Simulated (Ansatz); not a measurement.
Relaxation of C2H8ClGe (12 atoms, charge 0, multiplicity 2), to a largest force component of 0.03 eV/Å in at most 50 steps.

Computed with Ansatz, UKS PBE/def2-SVP.

```xyz
12
Properties=species:S:1:pos:R:3:forces:R:3
Ge 0.004 0.043 -0.152 0.00 -0.02 0.20
H 0.059 -0.067 2.590 0.02 -0.20 0.54
C 1.862 0.078 -0.819 -0.02 0.00 -0.01
H 2.414 -0.819 -0.477 0.00 -0.01 0.00
H 1.852 0.088 -1.929 0.01 0.00 -0.01
H 2.390 0.982 -0.461 0.00 0.01 0.00
H -0.768 1.344 -0.556 0.01 -0.02 -0.01
C -0.967 -1.576 -0.731 -0.06 -0.08 -0.04
H -1.962 -1.638 -0.240 0.12 0.01 -0.06
H -1.118 -1.539 -1.835 0.02 -0.02 0.13
H -0.384 -2.488 -0.478 -0.07 0.11 -0.03
Cl 0.114 -0.447 3.880 -0.03 0.20 -0.71
```

Task: Where does it end, and by what steps?

Result: The run converged. After 5 steps the energy has fallen by 0.076 eV; Cl12 moved furthest, 0.53 Å.

```json
{"step": "0", "energy less start (eV)": "0.0000", "largest force component (eV/Å)": "0.711", "accepted": "yes"}
{"step": "1", "energy less start (eV)": "-0.0456", "largest force component (eV/Å)": "0.089", "accepted": "yes"}
{"step": "2", "energy less start (eV)": "-0.0625", "largest force component (eV/Å)": "0.454", "accepted": "yes"}
{"step": "3", "energy less start (eV)": "-0.0682", "largest force component (eV/Å)": "0.290", "accepted": "yes"}
{"step": "4", "energy less start (eV)": "-0.0744", "largest force component (eV/Å)": "0.052", "accepted": "yes"}
{"step": "5", "energy less start (eV)": "-0.0757", "largest force component (eV/Å)": "0.029", "accepted": "yes"}
```

```xyz
12
Properties=species:S:1:pos:R:3
Ge -0.019 0.054 -0.058
H 0.097 -0.124 2.065
C 1.841 0.093 -0.709
H 2.394 -0.794 -0.343
H 1.843 0.082 -1.819
H 2.358 1.008 -0.361
H -0.794 1.355 -0.442
C -0.982 -1.566 -0.639
H -2.014 -1.571 -0.238
H -1.028 -1.590 -1.749
H -0.453 -2.472 -0.283
Cl 0.250 -0.516 3.369
```

Whether the end is a true minimum wasn't checked by a vibrational analysis.

Run time: 14 s on 4 threads of Arm Neoverse V1, on a shared host, peak memory 0.21 GiB.
